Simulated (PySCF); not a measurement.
## Magnetisability: `CO[C@H]1C[C@@H](O)C1`, C₅H₁₀O₂

Cartesian coordinates in Å; atom numbers follow the order of the lines, from 1:
```xyz
17

C    -1.866    1.309   -1.332
O    -1.258    0.853   -0.149
C    -0.301   -0.150   -0.366
C     1.080    0.304   -0.890
C     1.744   -0.454    0.280
O     2.727    0.210    1.012
C     0.357   -0.643    0.931
H    -1.136    1.769   -2.008
H    -2.366    0.489   -1.862
H    -2.604    2.052   -1.035
H    -0.731   -0.963   -0.968
H     1.355   -0.009   -1.894
H     1.208    1.382   -0.796
H     2.199   -1.397   -0.029
H     2.363    1.046    1.327
H     0.100   -1.646    1.257
H     0.181    0.060    1.743
```

Computed with GIAO PBE0/pcSseg-1 magnetisability, rotational g tensor and spin-rotation constants, non-relativistic, gas phase in PySCF. Geometry: GFN2-xTB, dihedral held. The dihedral C7–C3–O2–C1 is held at 180°.

Q: How diamagnetic is it, and how anisotropic?

A: Isotropic -1111 × 10⁻³⁰ J/T², or -66.9 × 10⁻⁶ cm³/mol; principal values -1225, -1102, -1005 × 10⁻³⁰ J/T², anisotropy 191 × 10⁻³⁰ J/T² (root of half the summed squared differences of the principal values). The susceptibility is in cgs units.

Q: Split it along the inertial axes a, b, c into diamagnetic and paramagnetic parts about the centre of mass, with the quadrupole moment.

A: 
```
axis  χ (10⁻⁶ cm³/mol)  diamagnetic (10⁻⁶ cm³/mol)  paramagnetic (10⁻⁶ cm³/mol)  summed x² of all electrons (Å²)  quadrupole Θ (D Å)
   a             -73.1                      -288.0                        214.9                            184.9               -6.12
   b             -66.5                      -900.3                        833.8                             40.6               -0.14
   c             -61.1                      -956.5                        895.4                             27.3               +6.26
```
Anisotropies 2χaa − χbb − χcc = -18.5 and 2χbb − χaa − χcc = +1.2 × 10⁻⁶ cm³/mol. Θ is traceless in Buckingham's convention.

Q: And the rotational g tensor?

A: 
```csv
axis,rotational constant (GHz),g,nuclear part,electronic part
a,6.6563,-0.0043,0.6678,-0.6722
b,1.4941,-0.0081,0.5772,-0.5853
c,1.4044,-0.0136,0.5771,-0.5907
```
Asymmetric top; isotopes 12C, 1H, 16O; no vibrational averaging.
